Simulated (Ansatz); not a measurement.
Computed with frozen-core CCSD(T)/cc-pVTZ // B3LYP-D3(BJ)/def2-TZVP (Ansatz, a quantum-chemistry and plane-wave program).

Ansatz 0.2 input:
```yaml
crystal:
  periodic: [false, false, false]
  atoms:
    - { symbol: C, position_ang: [1.126281, -0.838007, -0.024703] }
    - { symbol: C, position_ang: [-0.047149, 0.060609, -0.431982] }
    - { symbol: C, position_ang: [-1.329788, -0.319676, 0.316765] }
    - { symbol: C, position_ang: [0.298016, 1.498091, -0.12899] }
    - { symbol: O, position_ang: [0.371489, 2.384555, -0.938581] }
    - { symbol: H, position_ang: [1.346088, -0.736196, 1.041126] }
    - { symbol: H, position_ang: [0.883209, -1.884561, -0.214879] }
    - { symbol: H, position_ang: [2.030188, -0.591392, -0.583429] }
    - { symbol: H, position_ang: [-0.211701, -0.009391, -1.509158] }
    - { symbol: H, position_ang: [-1.580403, -1.36473, 0.128196] }
    - { symbol: H, position_ang: [-1.204407, -0.197355, 1.395659] }
    - { symbol: H, position_ang: [-2.173513, 0.295292, 0.000566] }
    - { symbol: H, position_ang: [0.49169, 1.70276, 0.949412] }
basis:
  gaussian: { orbitals: cc-pVTZ }
correlation:
  method: ccsd_t
```

Output:

```
Functional definition: HF
1487 factors; integrals over basis functions are off by at most 1.0e-3 eV
mean field evaluation 1: about -6283.2822 eV, gradient 4.2e1 eV
mean field evaluation 2: about -6283.5325 eV, gradient 4.2e1 eV
mean field evaluation 4: about -6287.6445 eV, gradient 5.6e0 eV
mean field evaluation 8: about -6287.7446 eV, gradient 4.6e-1 eV
mean field evaluation 16: about -6287.7463 eV, gradient 1.6e-6 eV
mean field -6287.74628656 eV, -231.0704140435 hartree, gradient 1.6e-6 eV, S^2 0.000000; 0 other end points of the search recorded, 0 dependent functions left out
5 core orbitals not correlated
reference -6287.74628656 eV, -231.0704140435 hartree; 15, 15 occupied and 242, 242 virtual orbitals, 1487 factors
second order -24.96244899 eV of doubles, -0.00000000 eV of singles
cycle   1  -25.27485046 eV  change   -3.1e-1 eV  update   1.1e-1
cycle   2  -25.89331232 eV  change   -6.2e-1 eV  update   3.4e-2
cycle   3  -26.05067748 eV  change   -1.6e-1 eV  update   1.8e-2
cycle   4  -26.04018333 eV  change    1.0e-2 eV  update   4.3e-3
cycle   5  -26.04036250 eV  change   -1.8e-4 eV  update   2.0e-3
cycle   6  -26.04097740 eV  change   -6.1e-4 eV  update   5.8e-4
cycle   7  -26.04071424 eV  change    2.6e-4 eV  update   2.3e-4
cycle   8  -26.04068402 eV  change    3.0e-5 eV  update   6.9e-5
cycle   9  -26.04069728 eV  change   -1.3e-5 eV  update   2.5e-5
perturbative correction -1.07402913 eV, -0.0394698425 hartree
Total energy: -6314.86101297 eV, -232.0668618600 hartree
```

Cost: about 16 core-minutes (a rough figure).
